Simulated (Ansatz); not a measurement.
Cost and result for the atomization energy of C5H12AlClN2, SMILES `CC1=[N+](C)[Al-]([CH3])([Cl])[N]1C` (21 atoms, 21 bonds).

| atom | x (Å) | y (Å) | z (Å) |
| --- | --- | --- | --- |
| C1 | 1.055 | -1.704 | 1.023 |
| C2 | 0.341 | -0.503 | 0.508 |
| N3 | -0.975 | -0.413 | 0.371 |
| C4 | -1.894 | -1.453 | 0.732 |
| Al5 | -0.776 | 1.363 | -0.329 |
| C6 | -1.208 | 1.682 | -2.200 |
| Cl7 | -1.389 | 2.863 | 1.060 |
| N8 | 0.936 | 0.612 | 0.106 |
| C9 | 2.353 | 0.828 | 0.141 |
| H10 | 1.270 | -2.385 | 0.194 |
| H11 | 0.442 | -2.241 | 1.746 |
| H12 | 2.002 | -1.429 | 1.486 |
| H13 | -2.902 | -1.145 | 0.457 |
| H14 | -1.687 | -2.397 | 0.214 |
| H15 | -1.898 | -1.651 | 1.810 |
| H16 | -0.860 | 0.867 | -2.842 |
| H17 | -2.287 | 1.783 | -2.348 |
| H18 | -0.752 | 2.609 | -2.562 |
| H19 | 2.908 | 0.075 | -0.431 |
| H20 | 2.749 | 0.838 | 1.163 |
| H21 | 2.574 | 1.800 | -0.300 |

Charge 0, multiplicity 1. The geometry is a stationary point of PBE0-D4/def2-TZVP. Program: Ansatz. All runs use 4 threads of an AMD EPYC 7R13 on a shared host and a share of an NVIDIA H100 80 GB. Times are those of one run each, without the atoms' runs, and a repeat can differ threefold. Electronic energies, without spin–orbit coupling; frozen cores. CCSD(T)/CBS adds CCSD(T) − MP2 in def2-TZVPP to the MP2 limit, and its time is that of the two runs behind it. T1 = 0.012. B3LYP takes the VWN-RPA correlation (the form of Gaussian; ORCA's B3LYP/G).

CCSD(T)/CBS is a level of theory with its own doubt, some kJ/mol a heavy atom from the limit and from the frozen cores, so smaller differences don't rank the functionals.

```
                            level  functions  wall time  atomization (kJ/mol)  difference from CCSD(T)/CBS  per bond
                B97M-V/def2-TZVPP        469      4.5 s                8345.6                         41.3       2.0
           LDA (SPW92)/def2-TZVPP        469      4.8 s                9495.6                       1191.3      56.7
               BLYP-D4/def2-TZVPP        469      5.5 s                8308.8                          4.5       0.2
          CAM-B3LYP-D4/def2-TZVPP        469      5.5 s                8362.8                         58.5       2.8
                B2PLYP/def2-TZVPP        469        6 s                8229.3                        -75.0      -3.6
B3LYP-D4/def2-TZVPP (with forces)        469        6 s                8329.7                         25.4       1.2
            r2SCANh-D4/def2-TZVPP        469      6.5 s                8296.9                         -7.4      -0.4
             revPBE-D4/def2-TZVPP        469        7 s                8311.5                          7.2       0.3
               ωB97X-V/def2-TZVPP        469      7.5 s                8345.6                         41.3       2.0
                 CCSD(T)/def2-SVP        194        8 s                7920.2                       -384.1     -18.3
                   MP2/def2-QZVPP        899      9.5 s                8350.3                         46.0       2.2
               CCSD(T)/def2-TZVPP        469       54 s                8094.1                       -210.2      -10.0
                CCSD(T)/CBS(def2)          –       63 s                8304.3                          0.0       0.0
```

In def2-TZVPP, CCSD(T) changes the Hartree–Fock value by +2013.4 kJ/mol (the triples alone add +125.6 kJ/mol) and MP2 by +2145.2 kJ/mol; breaking electron pairs costs correlation energy, which Hartree–Fock lacks. Leaving LDA and LC-ωPBE aside and taking each functional with its dispersion term where it has one, the values, not all of them listed here, spread over 399.9 kJ/mol, from BHLYP-D4 to PBE-D4. LDA lies +1043.3 kJ/mol from PBE without D4, its usual overbinding. From PBE to PBE0 (25 % exact exchange), in def2-TZVPP and without D4, the atomization energy moves by −124.9 kJ/mol: exact exchange takes away binding that semilocal exchange gives to molecules.
